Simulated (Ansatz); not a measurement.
Ligand exchange: SiH(CH3)Br2 + SnH3(CH3) → SiH(CH3)2Br + SnH3Br

Species: SiH(CH3)Br2, singlet; SnH3(CH3), singlet; SiH(CH3)2Br, singlet; SnH3Br `[Br][SnH3]`, singlet. The partners trade Br for CH3: Si–Br and Sn–CH3 bonds give way to Si–CH3 and Sn–Br.

Shapes, held fixed at every level: PBE0-D4/def2-TZVP. Programs: Ansatz 0.2.0. The zero-point and thermal change to 298 K, harmonic and unscaled (PBE0-D4/def2-TZVP), is +0.7 kJ/mol.

| level | kind | ΔH(298 K) (kJ/mol) | less CCSD(T)/def2-TZVPP |
| --- | --- | --- | --- |
| SPW92/def2-TZVPP | LDA | -27.3 | -1.0 |
| BHLYP-D4/def2-TZVPP | global hybrid | -38.1 | -11.8 |
| wB97X-V/def2-TZVPP | range-separated hybrid | -34.2 | -7.9 |
| MP2/def2-SVP | perturbation theory | -36.7 | -10.4 |
| MP2/def2-TZVPP | perturbation theory | -22.3 | +4.0 |
| CCSD(T)/def2-SVP | coupled cluster or CI | -37.8 | -11.5 |
| CCSD/def2-SVP | coupled cluster or CI | -39.8 | -13.5 |
| CCSD(T)/def2-TZVPP | coupled cluster or CI | -26.3 | 0.0 |

The highest level, CCSD(T)/def2-TZVPP, gives ΔH(298 K) = -26.3 kJ/mol; the levels span -39.8 to -22.3. The column of differences is taken from that level and isn't an error. No measured value is set beside it here. For atoms past krypton def2 sets carry core potentials with scalar relativity. Relativity is left out for Br. Outer-core shells of Br, Sn are correlated in most correlated rows, in sets that cover them unevenly.
